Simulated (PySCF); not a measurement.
PySCF 2.14 output of a UHF calculation on a single atom or ion in x2c-TZVPall (6s5p3d, 36 functions), with the spin-free X2C one-electron Hamiltonian (Gaussian nucleus):

```
SCF conv_tol = 1e-09
number electrons alpha = 9  beta = 9
cycle= 1 E= -679.013930300197  delta_E= -7.3e-10  |g|= 6.67e-06  |ddm|= 5.91e-05
converged SCF energy = -679.013930300197  <S^2> = -2.8421709e-14  2S+1 = 1
```

The run itself started from symmetry-adapted Hartree-Fock orbitals and held the occupation by maximum overlap, so the iterations belong to that start.

Task: Which element, charge and spin multiplicity is this?

Result: Ca(2+) (calcium, charge +2), multiplicity 1; the state was [Ar], closed-shell 1S.
